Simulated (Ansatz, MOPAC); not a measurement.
Molecule: SiF2, charge 0, multiplicity 1. SMILES: F[Si]F
Structure (B3LYP-D3(BJ)/def2-TZVP (Ansatz, a quantum-chemistry and plane-wave program) minimum search):
```xyz
3

Si     0.0153     0.0127     0.5768
F      1.0240    -0.6902    -0.4611
F     -1.0478     0.6704    -0.4362
```
Charge 0, spin multiplicity 1.

Property: enthalpy of formation at 298 K, in kcal/mol. Terms: LANL2DZ with its own core potentials from Na on; 6-31G* and kin with 6d, 5d where marked; no dispersion term unless named; no spin-orbit coupling; non-relativistic; frozen cores in correlated levels; open shells spin-unrestricted. Ab initio and DFT rows: single points at B3LYP-D3(BJ) geometries (Ansatz), with unscaled harmonic terms from B3LYP/6-31G* at its own minima, enthalpies of formation by atomisation with measured atoms. Semi-empirical rows: MOPAC heats of formation at their own minima for 298 K. The Hartree-Fock reference of F[Si]F is unstable towards a lower, spin-broken solution.

```csv
level,program,enthalpy of formation at 298 K (kcal/mol)
AM1,MOPAC,-154.6
PM3,MOPAC,-154.9
HF/STO-3G,Ansatz,-7.0
HF/LANL2DZ,Ansatz,-0.3
PBE/6-31G*,Ansatz,-150.5
BLYP/6-31G*,Ansatz,-147.4
B3LYP/6-31G*,Ansatz,-139.6
B3LYP/def2-SVP,Ansatz,-137.5
PBE0/6-31G*,Ansatz,-135.1
MP2/6-31G*,Ansatz,-140.9
r2SCAN-D4/def2-TZVPD,Ansatz + dftd4,-146.9
```

No value to compare with is used here. The 10 habitual levels span -154.9 (PM3) to -0.3 kcal/mol (HF/LANL2DZ); r2SCAN-D4/def2-TZVPD gives -146.9.

The levels are drawn from those run, B3LYP/6-31G* more often than the rest, none by its result; runs whose electronic state is in doubt are left out.
